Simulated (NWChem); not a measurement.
# CoH₂SO, quartet; SMILES [OH][Co][SH]

```xyz
5

Co     0.1188    -0.3925     0.0000
O      0.1805    -2.1209     0.0000
H     -0.4395    -2.8509     0.0000
S      0.0141     1.8161     0.0000
H     -1.3392     1.8105     0.0000
```
Atoms are numbered in this order, from 1.

This is a stationary point of PBE0/def2-SVP, spin-unrestricted (NWChem), point group Cs. The spin multiplicity was typed, not searched, and may not be the lowest.

Question: Is it a minimum? If not, what does it relax to?

Answer: No. It has an imaginary frequency of 207i cm⁻¹. Following that mode (on a finer grid) lowers the energy by 0.7 kcal/mol and ends, with real frequencies alone, at point group C1:
```xyz
5

Co    -0.0541    -0.4272    -0.0240
O     -0.0699    -2.1539    -0.1876
H     -0.2581    -2.8470     0.4489
S     -0.0506     1.7728     0.1689
H     -1.3250     1.8748    -0.2761
```
